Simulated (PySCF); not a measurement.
Breaking a bond: BrMg (cation, charge +1), lowest singlet found (which spin is the ground state isn't settled by this scan).

Levels: RKS-M06-2X/6-31G* = restricted M06-2X/6-31G*, spherical d (PySCF); UKS-B3LYP/6-31G* = unrestricted B3LYP/6-31G*, spherical d (PySCF); RKS-B3LYP/6-31G* = restricted B3LYP/6-31G*, spherical d run with PySCF.

Total energies in hartree (comparable only within one method and basis):

| R / Å | RKS-M06-2X/6-31G* | UKS-B3LYP/6-31G* | RKS-B3LYP/6-31G* |
|---|---|---|---|
| 1.88 | -2773.61577 | -2773.65506 | -2773.65506 |
| 2.04 | -2773.66192 | -2773.70160 | -2773.70160 |
| 2.18 | -2773.67683 | -2773.71747 | -2773.71747 |
| 2.27 | -2773.67861 | -2773.72007 | -2773.72007 |
| 2.39 | -2773.67485 | -2773.71760 | -2773.71760 |
| 2.49 | -2773.66818 | -2773.71216 | -2773.71216 |
| 2.58 | -2773.66044 | -2773.70563 | -2773.70563 |
| 2.61 | -2773.65761 | -2773.70323 | -2773.70323 |
| 2.70 | -2773.64862 | -2773.69557 | -2773.69557 |
| 2.85 | -2773.63281 | -2773.68210 | -2773.68210 |
| 2.96 | -2773.62121 | -2773.67224 | -2773.67224 |
| 3.09 | -2773.60799 | -2773.66132 | -2773.66104 |
| 3.30 | -2773.58844 | -2773.64726 | -2773.64460 |
| 3.50 | -2773.57231 | -2773.63909 | -2773.63118 |

The scan ran from 1.88 to 8.90 Å; beyond the distances shown full CI changes its symmetry label. The restricted form behind RKS-M06-2X/6-31G*, RKS-B3LYP/6-31G* keeps the bonding electrons paired and can't separate into open-shell fragments. The unrestricted determinant behind UKS-B3LYP/6-31G* is spin-contaminated at 3.09 to 3.50 Å (<S²> up to 0.8, against 0.00 for a pure singlet).
